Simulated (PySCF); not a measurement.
This PySCF input asks for the NMR shieldings of SMILES CB(C)CNC=O, C4H10BNO; the geometry comes from GFN2-xTB.

```python
import basis_set_exchange as bse
import numpy as np
from pyscf import gto, dft
from pyscf.prop import nmr

atoms = """
C    -1.877855   -0.265824    1.401475
B    -0.815402   -0.035525    0.264420
C    -1.184397    0.766838   -1.039622
C     0.642009   -0.625275    0.448114
N     1.549557   -0.472361   -0.679200
C     2.677483    0.245842   -0.596065
O     3.085921    0.796155    0.398826
H    -2.822650   -0.631117    1.001683
H    -2.112164    0.684978    1.880050
H    -1.556337   -0.949337    2.182798
H    -2.074191    1.382538   -0.938406
H    -1.378809    0.068705   -1.855303
H    -0.368476    1.404696   -1.374796
H     1.128697   -0.100998    1.279190
H     0.617511   -1.682625    0.741131
H     1.260132   -0.855280   -1.563930
H     3.221973    0.280620   -1.560275
"""
names = dict.fromkeys(["C", "B", "N", "O", "H"], "pcSseg-1")
basis = {el: gto.basis.parse(bse.get_basis(n, elements=[el], fmt="nwchem")) for el, n in names.items()}
mol = gto.M(atom=atoms, basis=basis, charge=0, verbose=0)
mf = dft.RKS(mol, xc="PBE0")
mf.grids.level = 2
mf.grids.alignment = dft.numint.BLKSIZE   # the property module wants whole blocks of grid points
mf.conv_tol = 1e-9
mf.kernel()

calc = nmr.RKS(mf)   # GIAO
C = mf.mo_coeff
Co = C[:, mf.mo_occ > 0]
resp = mf.gen_response(singlet=True, hermi=2)
def vind(x):   # induced exchange potential for any number of trial vectors
    d = np.einsum("pi,xij,qj->xpq", C, 2 * x.reshape(-1, C.shape[1], Co.shape[1]), Co, optimize=True)
    return np.einsum("xpq,pi,qj->xij", resp(d - d.transpose(0, 2, 1)), C, Co, optimize=True).ravel()
mo1, _ = nmr.rhf.solve_mo1(calc, with_cphf=vind)
sigma = calc.kernel(mo1)
for i, s in enumerate(sigma):   # ppm
    print("%2d %-2s %9.2f" % (i, mol.atom_pure_symbol(i), np.trace(s) / 3))
```

Question: What are the results?

Answer: 
```
 0 C     174.14
 1 B       9.88
 2 C     175.05
 3 C     144.21
 4 N     133.14
 5 C      26.75
 6 O     -69.07
 7 H      30.76
 8 H      30.94
 9 H      30.76
10 H      30.62
11 H      31.35
12 H      30.54
13 H      26.74
14 H      28.77
15 H      27.15
16 H      23.43
```

These numbers come from an equivalent density-fitted implementation of the same equations, which agrees with the script to about 0.01 ppm for H and up to a few tenths of a ppm for heavy atoms, so last digits may differ.

Size and cost of the density-fitted run: 169 basis functions, 26 s wall time on 1 thread of an x86-64 server CPU, shared host.
